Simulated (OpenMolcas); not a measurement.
**3s² 3p³ along the 15-electron sequence**

| Property | Result |
| --- | --- |
| Program | OpenMolcas |
| Method | RASSCF |
| Basis | ANO-RCC-VQZP |
| Scalar Hamiltonian | DKH2, point nucleus |
| Spin-orbit coupling | RASSI with atomic mean-field integrals over the reference wave functions, term energies averaged over their components |

Active space for each ion: 5 electrons in 9 orbitals (RAS2 3s 3p; RAS3 3d, at most 2 electrons).

Computed levels in cm-1 above ⁴S°_3/2:

```csv
Level,P,S+,Cl2+,Ar3+
²D°_3/2,14576,18165,22093,25177
²D°_5/2,14584,18186,22142,25280
²P°_1/2,22681,28392,34280,39355
²P°_3/2,22685,28408,34325,39462
weight of ⁴S° in the lowest level (%),100,100,100,100
```

Measured, with the error of the calculation in %. Measured levels: P, S+ from NIST Handbook of Basic Atomic Spectroscopic Data; Cl2+ from Moore, Atomic Energy Levels, vol. I, NSRDS-NBS 35 (1971 reprint of NBS Circular 467, 1949); Ar3+ from Saloman, J. Phys. Chem. Ref. Data 39, 033101 (2010).

```json
{"Level": "²D°_3/2", "P": "11361 (+28.3)", "S+": "14853 (+22.3)", "Cl2+": "18053 (+22.4)", "Ar3+": "21091 (+19.4)"}
{"Level": "²D°_5/2", "P": "11377 (+28.2)", "S+": "14885 (+22.2)", "Cl2+": "18120 (+22.2)", "Ar3+": "21220 (+19.1)"}
{"Level": "²P°_1/2", "P": "18723 (+21.1)", "S+": "24525 (+15.8)", "Cl2+": "29812 (+15.0)", "Ar3+": "34855 (+12.9)"}
{"Level": "²P°_3/2", "P": "18748 (+21.0)", "S+": "24572 (+15.6)", "Cl2+": "29907 (+14.8)", "Ar3+": "35032 (+12.6)"}
```

²D°_3/2 changes by a factor of 1.73 over the same range, with steps per unit of Z of +3590, +3930, +3080 cm-1.

The run also gave levels led by 3s² 3p² 3d, which use shells meant for correlation; these and all levels above them are left out. Without dynamic correlation excited terms often stand tens of per cent too high (terms of higher spin than the ground term too low), and those without a measured partner can miss by more than the paired ones (holds for P; S+). Measured partners are found by configuration, term and J. A level has none where our copy of the source lacks it or the pairing is in doubt (some pairs that miss far off the trend of their configuration count as doubtful), and it then counts in no deviation. Levels of configurations outside the active space are missing.

° marks odd parity.
